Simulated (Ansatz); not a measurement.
Process, species as SMILES: Cl[C]F (closed-shell singlet) → C atom + Cl atom + F atom
B3LYP-D3(BJ)/def2-TZVP geometries, fixed; electronic energies without zero-point terms.

Core correlation in the atomisation energy at MP2 with Ansatz (a first-principles code), in kcal/mol: frozen core against 1s of Al to Cl frozen alone. A restricted Hartree-Fock determinant is unstable towards unrestricted orbitals. Open shells are unrestricted.

```csv
basis,"functions, most",frozen core
cc-pV(D+d)Z,51,197.62
cc-pCVDZ,63,197.28
cc-pV(T+d)Z,99,215.23
cc-pwCVTZ,145,215.67
cc-pCVTZ,145,215.39
cc-pV(Q+d)Z,174,220.73
cc-pCVQZ,277,220.80
cc-pwCVQZ,277,220.93
```

Q: How large is the core term in each set?

A: The largest core-valence set, cc-pwCVQZ, gives a core term of 0.71 kcal/mol; the valence set cc-pV(Q+d)Z, which lacks functions for the core, gives 1.68. By row: cc-pV(D+d)Z 0.99, cc-pCVDZ 0.85, cc-pV(T+d)Z 3.25, cc-pwCVTZ 0.72, cc-pCVTZ 0.80, cc-pV(Q+d)Z 1.68, cc-pCVQZ 0.72, cc-pwCVQZ 0.71.
